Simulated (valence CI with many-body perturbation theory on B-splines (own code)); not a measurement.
# Sc¹⁵⁺ in brief

Computed by configuration interaction combined with many-body perturbation theory (CI+MBPT): four valence electrons over a frozen Dirac-Fock core [He], radial functions for each j: 11 s, 11 p, 10 d, 8 f, 5 g, 2 h, with the one-electron correlation potential Σ1, the two-electron term Σ2, the three-electron term Σ3, Breit, model QED; selected CI, second order for the rest, scaled by the run's own slope (own B-spline code, finite nucleus).

No measured spectrum was set against this ion. As an estimate, levels of excited configurations hold to 0.05 to 0.15 % of their energy, terms of the ground configuration to about 0.5 %. Among the levels kept, up to 890 cm⁻¹ of a level comes from second order outside the variational space, and about a tenth of that is noise between levels of different J, which matters for small intervals.

Rates and lifetimes use the calculated energies. Strong lines usually hold to 10 to 20 %, long lifetimes can be off by a factor of two.

Q: What is the ground level?

A: 2s2 2p2 3P_0, composition 95 % 2s2 2p2 3P + 4 % 2s2 2p2 1S.

Q: How is the term 3P of the ground level split?

A: J = 0 at 0.00, J = 1 at 2.85, J = 2 at 5.58 eV.

Q: How well does LS coupling describe the low levels?

A: Among the lowest 20 levels the leading LS term, summed over configurations, holds 96 % on average. For single configurations the figures are 95 % in LS and 71 % in jj coupling. Terms mix most in the J = 2 level at 78.69 eV, where the leading one holds 90 %.

Q: Where does the other parity begin?

A: At 2s 2p3 5S°_2, 37.61 eV.

Q: Among levels below 722.22 eV, which E1 lines absorb most strongly from the ground level?

A: to 2s2 2p 3d 3D°_1 at 2.022 nm, f = 1.23; to 2s 2p2 3p 3D°_1 at 1.961 nm, f = 0.229; to 2s 2p3 3D°_1 at 18.59 nm, f = 0.0760.
